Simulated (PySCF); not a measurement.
Simulated characterisation data

Theoretical values (PySCF): NMR shieldings at PBE0/pcSseg-1/GIAO, GFN2-xTB structure. Isolated molecule, averaged over atoms made equivalent by symmetry, fast rotation or ring inversion, relativity neglected, single conformer.

δ = σ(ref) − σ, references computed at the same level: 1H (31.72 ppm) and 13C (186.93 ppm) against TMS. Where no couplings were computed, multiplicities follow the n + 1 count of equivalent neighbours, and m marks all less simple cases (inequivalent or close neighbours, rings, F or P nearby). Shifts are as computed. Against solution values, carbons near 30 ppm lie about +3 ppm off and those near 130 ppm about +5 ppm. Of 1211 compounds with measured shifts, 218 miss one by over three times the rms of a fit or turn the order of signals round; such compounds aren't used in these exercises.

Compound 1 (C$_{8}$H$_{14}$). 1H NMR (600 MHz, computed): δ 6.57 (m, 1H), 6.18 (m, 1H), 6.01 (d, 1H), 5.42 (m, 1H), 5.29 (m, 1H), 1.09 (s, 9H). 13C{1H} NMR (computed): δ 155.7, 146.6, 133.6, 121.8, 36.1, 30.9. Structure: (Z)-5,5-dimethyl-1,3-hexadiene.

Compound 2 (C$_{8}$H$_{14}$). 1H NMR (600 MHz, computed): δ 5.56 (d, 1H), 2.20 (m, 1H), 1.99 (m, 1H), 1.82 (m, 1H), 1.81 (m, 1H), 1.78 (s, 3H), 1.77 (m, 1H), 1.51 (m, 1H), 1.00 (d, 3H), 0.89 (m, 1H). 13C{1H} NMR (computed): δ 141.4, 135.4, 35.6, 35.3, 33.8, 27.5, 26.9, 24.5. Structure: 1,3-dimethyl cyclohexene (CC1=C[C@@H](C)CCC1).
